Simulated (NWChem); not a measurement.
The numbers come from NWChem runs, not from measurements. System: H₂Be, charge 0, spin multiplicity 1, at a geometry optimised with PBE/def2-SVP. The structure started from a generated list of species. Level: PBE/3-21G.

Output (cleaned and shortened):

```
             Northwest Computational Chemistry Package (NWChem) 7.3.0
             --------------------------------------------------------

                                NWChem Input Module
                                -------------------

 Scaling coordinates for geometry "geometry" by  1.889725989
 (inverse scale =  0.529177249)

 Turning off AUTOSYM since
 SYMMETRY directive was detected!

                             Geometry "geometry" -> ""
                             -------------------------

 Output coordinates in angstroms (scale by  1.889725989 to convert to a.u.)

  No.       Tag          Charge          X              Y              Z
 ---- ---------------- ---------- -------------- -------------- --------------
    1 Be                   4.0000     0.00000000     0.00000000     0.00000000
    2 H                    1.0000     0.00000000     0.00000000     1.34424800
    3 H                    1.0000     0.00000000     0.00000000    -1.34424800

 Effective nuclear repulsion energy (a.u.)       3.3461136758

            Nuclear Dipole moment (a.u.)
            ----------------------------
        X                 Y               Z
 ---------------- ---------------- ----------------
     0.0000000000     0.0000000000     0.0000000000

      Symmetry information
      --------------------

 Group name             D2h
 Group number             26
 Group order               8
 No. of unique centers     2

      Symmetry unique atoms

     1    2


 Summary of "ao basis" -> "" (spherical)
 ------------------------------------------------------------------------------
       Tag                 Description            Shells   Functions and Types
 ---------------- ------------------------------  ------  ---------------------
 *                           3-21g                    on all atoms

  pbe96 is a nonlocal functional; adding pw91lda local functional.

                                 NWChem DFT Module
                                 -----------------

 Summary of "ao basis" -> "ao basis" (spherical)
 ------------------------------------------------------------------------------
       Tag                 Description            Shells   Functions and Types
 ---------------- ------------------------------  ------  ---------------------
 Be                          3-21g                   5        9   3s2p
 H                           3-21g                   2        2   2s

 Summary of "ao basis" -> "ao basis" (spherical)
[...]
                     au                0.0          0.0
                     b1g               0.0          0.0
                     b1u               1.0          1.0
                     b2g               0.0          0.0
                     b2u               0.0          0.0
                     b3g               0.0          0.0
                     b3u               0.0          0.0

                       DFT Final Molecular Orbital Analysis
                       ------------------------------------

 Vector    1  Occ=2.000000D+00  E=-3.821564D+00  Symmetry=ag
              MO Center=  0.0D+00,  0.0D+00,  2.8D-20, r^2= 6.9D-02
   Bfn.  Coefficient  Atom+Function         Bfn.  Coefficient  Atom+Function
  ----- ------------  ---------------      ----- ------------  ---------------
     1      0.989766  1 Be s                  2      0.098231  1 Be s
     6     -0.036120  1 Be s

 Vector    2  Occ=2.000000D+00  E=-3.085105D-01  Symmetry=ag
              MO Center=  0.0D+00,  0.0D+00,  4.1D-18, r^2= 2.2D+00
   Bfn.  Coefficient  Atom+Function         Bfn.  Coefficient  Atom+Function
  ----- ------------  ---------------      ----- ------------  ---------------
     6      0.360614  1 Be s                 11      0.245908  2 H  s
    13      0.245908  3 H  s                  2      0.194719  1 Be s
     1     -0.192215  1 Be s                 10      0.186205  2 H  s
    12      0.186205  3 H  s

 Vector    3  Occ=2.000000D+00  E=-2.742653D-01  Symmetry=b1u
              MO Center=  0.0D+00,  0.0D+00,  2.5D-16, r^2= 2.2D+00
   Bfn.  Coefficient  Atom+Function         Bfn.  Coefficient  Atom+Function
  ----- ------------  ---------------      ----- ------------  ---------------
     5      0.364684  1 Be pz                11      0.231538  2 H  s
    13     -0.231538  3 H  s                 10      0.216469  2 H  s
    12     -0.216469  3 H  s                  9      0.183315  1 Be pz

 Vector    4  Occ=0.000000D+00  E=-5.589064D-02  Symmetry=b2u
              MO Center=  0.0D+00,  0.0D+00,  0.0D+00, r^2= 2.9D+00
   Bfn.  Coefficient  Atom+Function         Bfn.  Coefficient  Atom+Function
  ----- ------------  ---------------      ----- ------------  ---------------
     8      0.671423  1 Be py                 4      0.444655  1 Be py

 Vector    5  Occ=0.000000D+00  E=-5.589064D-02  Symmetry=b3u
              MO Center=  0.0D+00,  0.0D+00,  0.0D+00, r^2= 2.9D+00
   Bfn.  Coefficient  Atom+Function         Bfn.  Coefficient  Atom+Function
  ----- ------------  ---------------      ----- ------------  ---------------
     7      0.671423  1 Be px                 3      0.444655  1 Be px

 Vector    6  Occ=0.000000D+00  E= 6.194475D-02  Symmetry=ag
              MO Center=  1.4D-24,  1.9D-24,  8.5D-16, r^2= 3.5D+00
   Bfn.  Coefficient  Atom+Function         Bfn.  Coefficient  Atom+Function
  ----- ------------  ---------------      ----- ------------  ---------------
     6      1.580608  1 Be s                 11     -0.920985  2 H  s
    13     -0.920985  3 H  s                 10     -0.170637  2 H  s
    12     -0.170637  3 H  s                  1     -0.106867  1 Be s
     2      0.059603  1 Be s

 center of mass
 --------------
 x =   0.00000000 y =   0.00000000 z =   0.00000000

 moments of inertia (a.u.)
 ------------------
          13.006833845322           0.000000000000           0.000000000000
           0.000000000000          13.006833845322           0.000000000000
           0.000000000000           0.000000000000           0.000000000000

     Multipole analysis of the density
     ---------------------------------

     L   x y z        total         alpha         beta         nuclear
     -   - - -        -----         -----         ----         -------
     0   0 0 0     -0.000000     -3.000000     -3.000000      6.000000

     1   1 0 0      0.000000      0.000000      0.000000      0.000000
     1   0 1 0      0.000000      0.000000      0.000000      0.000000
     1   0 0 1      0.000000      0.000000      0.000000      0.000000

     2   2 0 0     -5.116155     -2.558078     -2.558078      0.000000
     2   1 1 0      0.000000      0.000000      0.000000      0.000000
     2   1 0 1      0.000000      0.000000      0.000000      0.000000
     2   0 2 0     -5.116155     -2.558078     -2.558078      0.000000
     2   0 1 1      0.000000      0.000000      0.000000      0.000000
     2   0 0 2     -8.595464    -10.750655    -10.750655     12.905846

 Task  times  cpu:        0.2s     wall:        0.2s

 Total times  cpu:        0.2s     wall:        0.2s
```

Question: Write an NWChem input that would produce this output.

Answer: One answer among several that fit: 
```
start mol
memory heap 200 mb stack 900 mb global 1100 mb
geometry units angstroms nocenter noautoz
  Be     0.000000     0.000000     0.000000
  H      0.000000     0.000000     1.344248
  H      0.000000     0.000000    -1.344248
  symmetry group D2h
end
basis spherical
  * library 3-21g
end
dft
  xc xpbe96 cpbe96
  semidirect memsize 60000000 filesize 0
  iterations 100
end
task dft energy
```
